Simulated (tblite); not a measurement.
Parent: `[CH3:1][C@@H:2]([F:3])[SiH2:4][CH:5]=[O:6]` with C1–C2–Si4–C5 63°, C2–Si4–C5–O6 -6°, C3H7FOSi.

Structures optimised with GFN2-xTB, isolated species. One conformer each, not checked by frequencies here.

```
coordinate of the parent    value
                   C1–C2  1.521 Å
                   C2–F3  1.397 Å
                  C2–Si4  1.921 Å
                  Si4–C5  1.925 Å
                   C5=O6  1.204 Å
                C1–C2–F3   108.9°
               C1–C2–Si4   114.2°
               F3–C2–Si4   107.9°
               C2–Si4–C5   106.9°
               Si4–C5–O6   124.2°
```

How does the shared frame change in `[CH3:1][CH:2]([CH3:3])[Si@@H:4]([CH:5]=[O:6])[C@@H:7]([CH3:8])[F:9]` with C1–C2–Si4–C5 180°, C2–Si4–C5–O6 103°, C2–Si4–C7–C8 -52°, C6H13FOSi? Atoms pair as C1 = C8, C2 = C7, F3 = F9, Si4 = Si4, C5 = C5, O6 = O6 (parent first).

```tsv
parent	relative	value in the relative	change
C1–C2	C8–C7	1.520 Å	-0.001
C2–F3	C7–F9	1.397 Å	0.000
C2–Si4	C7–Si4	1.927 Å	+0.006
Si4–C5	Si4–C5	1.926 Å	+0.001
C5=O6	C5=O6	1.205 Å	+0.001
C1–C2–F3	C8–C7–F9	108.9°	0.0
C1–C2–Si4	C8–C7–Si4	114.5°	+0.3
F3–C2–Si4	F9–C7–Si4	108.3°	+0.4
C2–Si4–C5	C7–Si4–C5	106.3°	-0.6
Si4–C5–O6	Si4–C5–O6	123.9°	-0.3
```

Of the parent's bonds, C2–Si4 changes most (+0.006 Å). Bonds of the relative outside the shared frame: C1–C2 1.530, C2–C3 1.530, C2–Si4 1.916 Å. Point group C1 → C1.

The numbers are calculated, not measured.
